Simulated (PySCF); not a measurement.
Computed with PBE-D3(BJ)/def2-TZVP // PBE-D3(BJ)/def2-SVP in PySCF. Gas-phase values, no solvent. One relaxed conformer stands for a flexible species; it need not be the lowest. 

Reference species: [Y(Cl)3] (neutral, multiplicity 1).

The HOMO–LUMO gap is 4.05 eV. The charge on the central atom (Mulliken) is 1.16 e. The HOMO comes out as -7.74 eV and the LUMO is -3.69 eV.

After one change: the HOMO–LUMO gap drops by 0.92 eV; the charge on the central atom (Mulliken) rises by 0.12 e; the HOMO goes up by 2.77 eV; the LUMO rises by 1.85 eV.

Question: Which change was made? The new species is one of these.
(A) [Y(Cl)2(NH2)]
(B) [Y(Cl)(NH2)2]
(C) [Y(NH2)3]

Answer: C, [Y(NH2)3]
